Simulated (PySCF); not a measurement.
# Electron correlation in Hg (mercury, neutral)

Starting occupation: [Xe] 4f14 5d10 6s1 6p1, 6s1/2 with m_j = +1/2, 6p3/2 with m_j = +3/2. Calculation: PySCF 2.14, in x2c-TZVPall-2c (11s11p10d2f, 108 functions); X2C-1e with screened-nucleus spin-orbit coupling, Gaussian nucleus. Frozen: [Kr] 4d10 4f14; 20 electrons correlated; the 34 highest virtual spinors left out.

MP2 pair energies summed by pair of shells (mhartree):

| pair | energy | share (%) |
| --- | --- | --- |
| 5d3/2-5d5/2 | -112.85 | 26.7 |
| 5d5/2-5d5/2 | -78.94 | 18.7 |
| 5d5/2-5p3/2 | -34.30 | 8.1 |
| 5d3/2-5d3/2 | -33.18 | 7.8 |
| 5d3/2-5p3/2 | -23.98 | 5.7 |
| 5d5/2-6s1/2 | -22.71 | 5.4 |
| 5d5/2-5p1/2 | -15.29 | 3.6 |
| 5d3/2-6s1/2 | -13.67 | 3.2 |
| 5p3/2-5p3/2 | -11.36 | 2.7 |
| 5p1/2-5p3/2 | -10.77 | 2.5 |
| 5d3/2-5p1/2 | -10.39 | 2.5 |
| 5d5/2-5s1/2 | -9.41 | 2.2 |
| 5d5/2-6p3/2 | -8.63 | 2.0 |
| 5p3/2-5s1/2 | -8.12 | 1.9 |
| 5d3/2-5s1/2 | -6.46 | 1.5 |
| 5d3/2-6p3/2 | -5.10 | 1.2 |
| 5p1/2-5s1/2 | -3.95 | 0.9 |
| 5p3/2-6s1/2 | -3.36 | 0.8 |
| 5p1/2-5p1/2 | -2.76 | 0.7 |
| 6p3/2-6s1/2 | -2.60 | 0.6 |
| 5s1/2-5s1/2 | -2.22 | 0.5 |
| 5p1/2-6s1/2 | -1.17 | 0.3 |
| 5p3/2-6p3/2 | -0.79 | 0.2 |
| 5s1/2-6s1/2 | -0.36 | 0.1 |
| 5p1/2-6p3/2 | -0.32 | 0.1 |
| 5s1/2-6p3/2 | -0.11 | 0.0 |

Total MP2 correlation energy: -422.82 mhartree.

This basis was not built for core-valence correlation, so the inner-shell part is incomplete.
